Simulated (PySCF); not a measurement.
C7H14O, SMILES C(CC(C)(C)C)(C)=O, singlet, GFN2-xTB optimised geometry.

```
22

C      1.82     1.63     0.62
C      1.07     0.41     1.10
O      0.96     0.14     2.27
C      0.48    -0.44     0.00
C     -1.07    -0.44     0.00
C     -1.60    -1.18     1.23
C     -1.55    -1.15    -1.27
C     -1.59     1.00     0.00
H      2.15     2.23     1.47
H      1.18     2.23    -0.03
H      2.68     1.31     0.05
H      0.83    -0.09    -0.97
H      0.81    -1.47     0.15
H     -1.19    -0.74     2.14
H     -1.31    -2.23     1.20
H     -2.68    -1.12     1.27
H     -1.16    -2.17    -1.31
H     -1.22    -0.62    -2.16
H     -2.64    -1.20    -1.28
H     -1.30     1.51     0.92
H     -1.20     1.55    -0.85
H     -2.68     1.00    -0.07
```

Density from CAM-B3LYP/def2-SVP in PySCF at that geometry.

Minimum of the electron density along straight lines between bonded atoms, close to the bond critical point (lines longer than 1.1 times the sum of covalent radii, or with two minima, are not listed):

| bond | length / Å | ρ at the minimum / e bohr⁻³ | ∇²ρ there / e bohr⁻⁵ | position (fraction from the first atom) |
|---|---|---|---|---|
| C1–C2 | 1.508 | 0.260 | -0.64 | 0.49 |
| C2–O3 | 1.206 | 0.413 | 0.45 | 0.33 |
| C2–C4 | 1.514 | 0.259 | -0.63 | 0.51 |
| C4–C5 | 1.548 | 0.236 | -0.53 | 0.51 |
| C5–C6 | 1.528 | 0.247 | -0.58 | 0.50 |
| C5–C7 | 1.531 | 0.246 | -0.57 | 0.50 |
| C5–C8 | 1.530 | 0.246 | -0.57 | 0.50 |
| C1–H9 | 1.087 | 0.278 | -1.06 | 0.64 |
| C1–H10 | 1.087 | 0.275 | -1.01 | 0.63 |
| C1–H11 | 1.089 | 0.273 | -1.00 | 0.63 |
| C4–H12 | 1.091 | 0.278 | -1.01 | 0.62 |
| C4–H13 | 1.092 | 0.275 | -1.00 | 0.63 |
| C6–H14 | 1.086 | 0.281 | -1.07 | 0.64 |
| C6–H15 | 1.088 | 0.276 | -1.01 | 0.62 |
| C6–H16 | 1.088 | 0.276 | -1.01 | 0.62 |
| C7–H17 | 1.088 | 0.277 | -1.02 | 0.63 |
| C7–H18 | 1.088 | 0.276 | -1.01 | 0.62 |
| C7–H19 | 1.088 | 0.277 | -1.02 | 0.63 |
| C8–H20 | 1.088 | 0.277 | -1.02 | 0.63 |
| C8–H21 | 1.089 | 0.276 | -1.01 | 0.62 |
| C8–H22 | 1.088 | 0.277 | -1.02 | 0.63 |
